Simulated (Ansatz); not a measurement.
Tuning the range parameter of LC-ωPBE so that −HOMO meets the ionisation energy; basis def2-SVP, Ansatz. System: `[SeH]CCCCc1ccc(-c2ccc(-c3cccs3)s2)s1`. Total charge 0; singlet. Geometry: r2SCAN-D4/def2-SVP. The ionised state is a doublet.

Geometry of the singlet:

```xyz
36

Se   -1.491    5.284   -2.939
C     0.443    5.671   -2.872
C     1.112    5.441   -1.520
C     0.939    4.051   -0.911
C     1.436    2.914   -1.812
C     1.362    1.565   -1.171
C     2.390    0.714   -0.822
C     1.951   -0.487   -0.207
C     0.573   -0.563   -0.077
C    -0.235   -1.614    0.488
C    -1.619   -1.715    0.564
C    -2.066   -2.894    1.198
C    -1.033   -3.722    1.618
C    -1.130   -4.998    2.286
C    -2.251   -5.806    2.428
C    -1.993   -6.994    3.159
C    -0.683   -7.096    3.569
S     0.244   -5.729    3.073
S     0.511   -3.017    1.210
S    -0.173    0.878   -0.725
H    -1.842    6.268   -1.901
H     0.861    5.015   -3.652
H     0.593    6.707   -3.211
H     0.740    6.194   -0.803
H     2.191    5.655   -1.650
H    -0.127    3.882   -0.678
H     1.479    4.010    0.050
H     2.487    3.092   -2.099
H     0.850    2.907   -2.750
H     3.438    0.953   -1.013
H     2.619   -1.283    0.131
H    -2.285   -0.944    0.170
H    -3.117   -3.133    1.367
H    -3.221   -5.551    1.997
H    -2.747   -7.756    3.370
H    -0.207   -7.898    4.134
```

| ω (1/bohr) | HOMO (eV) | LUMO (eV) | vertical IE (eV) | HOMO + IE (eV) |
| --- | --- | --- | --- | --- |
| 0.15 | -6.38 | -0.62 | 6.69 | 0.31 |
| 0.2 | -6.77 | -0.34 | 6.80 | 0.03 |
| 0.3 | -7.33 | -0.04 | 6.99 | -0.34 |

Estimate the row for 0.1 bohr⁻¹.


```tsv
ω (1/bohr)	HOMO (eV)	LUMO (eV)	vertical IE (eV)	HOMO + IE (eV)
0.1	-5.89	-1.01	6.56	0.66
```

Where does the tuning condition hold?

Near ω = 0.21 bohr⁻¹, by linear interpolation.
